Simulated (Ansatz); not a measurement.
Input file for Ansatz (a program for electronic structure): U-wB97M-V/def2-TZVPP on S (SMILES [S]).

Ansatz 0.2 input:
```yaml
crystal:
  periodic: [false, false, false]
  atoms:
    - {symbol: S, position_ang: [0.00000000, 0.00000000, 0.00000000]}
basis:
  gaussian:
    orbitals: def2-TZVPP
hamiltonian:
  xc: {name: wB97M-V}
magnetization: {spin_polarized: true, initial_magnetization: 2}
```

### Question
What total energy does the run end on?

### Answer
-398.0907 hartree.
